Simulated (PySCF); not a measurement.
PySCF job for Ga(F)(Br)(NH2) (BrFGaH2N), SMILES [Ga]([NH2])([Br])[F], B3LYP-D3(BJ)/def2-SVP. Geometry optimised at B3LYP-D3(BJ)/def2-SVP. The structure was generated by enumeration; whether it is a known compound was not checked. Other conformers were not sampled.

```python
import numpy as np
from pyscf import gto, scf, dft, df
from pyscf.hessian import thermo

mol = gto.M(
    atom='''
    Ga   -0.03061922   -0.74702908   -0.00000000
    F    -1.60882136   -1.50902836    0.00000000
    Br    0.04965958    1.53201319    0.00000000
    N     1.42178308   -1.80280715   -0.00000000
    H     2.37015181   -1.44656609    0.00000000
    H     1.36786943   -2.81508902    0.00000000
    ''',
    basis='def2-SVP',
    charge=0,
    spin=0,
    max_memory=1600,
    verbose=3,
)
mf = dft.RKS(mol, xc='b3lyp').density_fit(auxbasis='def2-universal-jkfit')
mf.disp = 'd3bj'
mf.grids.level = 3
mf.conv_tol = 1e-11
mf.max_cycle = 100
mf.kernel()

# [left out here: the lines that compute and print the analytic Hessian (its translational invariance restored by hand, since the grid's response is missing), thermochemistry and intensities]
```

Log of the run:

```
converged SCF energy = -4654.33100066186

WARN: DFTD3 does not support analytical Hessian, using finite difference


WARN: Mole.unit (angstrom) is changed to Bohr

Mode                                 0                   1                   2
Irrep
Freq [cm^-1]                       42.2746            124.0724            171.5467
Reduced mass [au]                   2.3073              5.7765              7.1155
Force const [Dyne/A]                0.0024              0.0524              0.1234
Char temp [K]                      60.8237            178.5126            246.8176
Normal mode                   x     y     z       x     y     z       x     y     z
       0  Ga                -0.00  0.00  0.05   -0.06 -0.00  0.00   -0.01  0.02  0.00
       1   F                 0.00 -0.00 -0.06   -0.01 -0.09 -0.00    0.07 -0.16 -0.00
       2  Br                 0.00 -0.00 -0.01    0.04 -0.00 -0.00    0.01  0.03 -0.00
       3   N                -0.00  0.00 -0.16    0.05  0.14  0.00   -0.08 -0.08  0.00
       4   H                -0.00  0.00  0.46    0.00  0.28 -0.00   -0.04 -0.20 -0.00
       5   H                 0.00  0.00  0.43    0.20  0.14 -0.00   -0.22 -0.07 -0.00
Mode                                 3                   4                   5
Irrep
Freq [cm^-1]                      192.1337            306.5501            371.8889
Reduced mass [au]                   2.0837             34.1475              1.0224
Force const [Dyne/A]                0.0453              1.8907              0.0833
Char temp [K]                     276.4376            441.0573            535.0654
Normal mode                   x     y     z       x     y     z       x     y     z
       0  Ga                 0.00  0.00  0.07    0.00  0.08 -0.00    0.00 -0.00 -0.00
       1   F                -0.00  0.00 -0.09    0.04  0.01  0.00    0.00 -0.00  0.03
       2  Br                -0.00 -0.00 -0.02   -0.00 -0.08  0.00   -0.00  0.00 -0.00
       3   N                -0.00 -0.00 -0.04   -0.04  0.03  0.00   -0.00 -0.00  0.00
       4   H                -0.00 -0.00 -0.42   -0.02 -0.03  0.00    0.00 -0.00  0.72
       5   H                -0.00 -0.00 -0.54   -0.10  0.04  0.00   -0.00 -0.00 -0.68
Mode                                 6                   7                   8
Irrep
Freq [cm^-1]                      693.0211            733.2984            755.7763
Reduced mass [au]                   9.4050              1.3417              5.7537
Force const [Dyne/A]                2.6614              0.4251              1.9363
Char temp [K]                     997.1031           1055.0532           1087.3939
Normal mode                   x     y     z       x     y     z       x     y     z
       0  Ga                -0.02 -0.03  0.00    0.00 -0.02 -0.00   -0.06  0.01  0.00
       1   F                 0.17  0.08 -0.00    0.01  0.01  0.00    0.07  0.04 -0.00
       2  Br                -0.00  0.00 -0.00    0.00  0.00  0.00    0.00 -0.00 -0.00
       3   N                -0.10  0.04 -0.00    0.01  0.12  0.00    0.17 -0.09 -0.00
       4   H                -0.15  0.18 -0.00    0.23 -0.48 -0.00    0.23 -0.26 -0.00
       5   H                 0.04  0.03 -0.00   -0.65  0.16  0.00    0.04 -0.09 -0.00
Mode                                 9                  10                  11
Irrep
Freq [cm^-1]                     1497.6657           3588.3573           3701.2881
Reduced mass [au]                   1.1164              1.0478              1.0998
Force const [Dyne/A]                1.4754              7.9493              8.8770
Char temp [K]                    2154.8075           5162.8472           5325.3295
Normal mode                   x     y     z       x     y     z       x     y     z
       0  Ga                 0.00 -0.00 -0.00    0.00 -0.00  0.00    0.00  0.00  0.00
       1   F                -0.00 -0.00  0.00    0.00  0.00 -0.00   -0.00  0.00  0.00
       2  Br                -0.00  0.00  0.00   -0.00 -0.00 -0.00    0.00 -0.00 -0.00
       3   N                -0.07  0.05  0.00   -0.04  0.03  0.00    0.05  0.06 -0.00
       4   H                 0.21 -0.63 -0.00    0.61  0.25 -0.00   -0.66 -0.24  0.00
       5   H                 0.67 -0.01 -0.00   -0.06 -0.71 -0.00   -0.03 -0.64 -0.00
temperature 298.1500 [K]
pressure 101325.00 [Pa]
Rotational constants [GHz] 5.96901 1.55485 1.23353
Symmetry number 1
Zero-point energy (ZPE) 0.02774 [Eh]   72839.858 [J/mol]
                           tot       elec      trans        rot        vib
Entropy [J/mol/K]       357.243      0.000    173.829    116.027     67.386
Cv [J/mol/K]             80.340      0.000     12.472     12.472     55.396
Cp [J/mol/K]             88.654      0.000     20.786     12.472     55.396
Internal energy [J/mol]                      3718.434   3718.434  82771.880
Internal energy [Eh]   -4654.29664  -4654.33100
Enthalpy [J/mol]                             6197.391   3718.434  82771.880
Enthalpy [Eh]          -4654.29570
Gibbs free energy [J/mol]                  -45629.653 -30875.161  62680.602
Gibbs free energy [Eh] -4654.33627
mode   freq/cm-1   IR/(km/mol)
   1       42.27       168.082
   2      124.07         3.078
   3      171.55        15.095
   4      192.13        17.024
   5      306.55        28.694
   6      371.89         0.261
   7      693.02        35.755
   8      733.30        94.018
   9      755.78        67.785
  10     1497.67        23.001
  11     3588.36        46.703
  12     3701.29        50.817
max |gradient| / (hartree/bohr): 0.0002496351631420588
APT charges: [ 1.4605 -0.6192 -0.4314 -0.7865  0.1854  0.1913]
```

The run converged.

Cost: very roughly 90 core-seconds.
